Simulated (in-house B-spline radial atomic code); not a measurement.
Ionisation energies with and without relativity, with size and susceptibility from the Dirac run. Dirac energy differences include first-order Breit, QED and recoil terms. NIST's values go from ground level to ground level; the uncertainty of those that are theory runs from under 0.1 % in few-electron ions to several per cent in heavy many-electron ones. Computed with a B-spline radial code for spherical atoms: non-relativistic Hartree-Fock and Dirac-Hartree-Fock, averages of the configuration (point nuclei without relativity, finite nuclei with it).

```csv
ion,configuration,configuration after,ionisation non-relativistic (eV),ionisation Dirac Breit and QED (eV),tabulated value (eV),radius at density 0.001 (bohr),diamagnetic susceptibility (10⁻⁶ cm³/mol)
C5+,1s1,bare,489.8,490.0,489.9932,0.928,-0.065925
N5+,1s2,1s1,550.7,550.8,552.0674,0.9269,-0.10896
O5+,[He] 2s1,1s2,137.9,138.0,138.1189,1.914,-0.8198
F5+,[He] 2s2,[He] 2s1,153.9,154.0,157.1631,1.915,-1.2732
Ne5+,[He] 2s2 2p1,[He] 2s2,?,?,?,?,?
Mg5+,[He] 2s2 2p3,[He] 2s2 2p2,181.9,181.9,186.76,1.757,-1.7306
Al5+,[He] 2s2 2p4,[He] 2s2 2p3,194.2,194.2,190.49,1.71,-1.7974
Si5+,[He] 2s2 2p5,[He] 2s2 2p4,206.6,206.6,205.279,1.665,-1.84
P5+,[He] 2s2 2p6,[He] 2s2 2p5,219.1,219.1,220.43,1.624,-1.8646
S5+,[Ne] 3s1,[He] 2s2 2p6,?,?,?,?,?
Cl5+,[Ne] 3s2,[Ne] 3s1,?,?,?,?,?
Ar5+,[Ne] 3s2 3p1,[Ne] 3s2,90.1,90.1,91.29,2.601,-5.3744
K5+,[Ne] 3s2 3p2,[Ne] 3s2 3p1,97.3,97.3,99.44,2.567,-6.0008
```

(1) Fill in the row of Ne5+.

(2) Fill in the row of S5+.

(3) Fill in the row of Cl5+.

Results:

(1) ionisation non-relativistic (eV): 157.8; ionisation Dirac Breit and QED (eV): 157.8; tabulated value (eV): 157.934; radius at density 0.001 (bohr): 1.86; diamagnetic susceptibility (10⁻⁶ cm³/mol): -1.4843.

(2) ionisation non-relativistic (eV): 87.3; ionisation Dirac Breit and QED (eV): 87.6; tabulated value (eV): 88.0529; radius at density 0.001 (bohr): 2.539; diamagnetic susceptibility (10⁻⁶ cm³/mol): -3.3865.

(3) ionisation non-relativistic (eV): 94.7; ionisation Dirac Breit and QED (eV): 95.0; tabulated value (eV): 96.94; radius at density 0.001 (bohr): 2.589; diamagnetic susceptibility (10⁻⁶ cm³/mol): -4.4757.
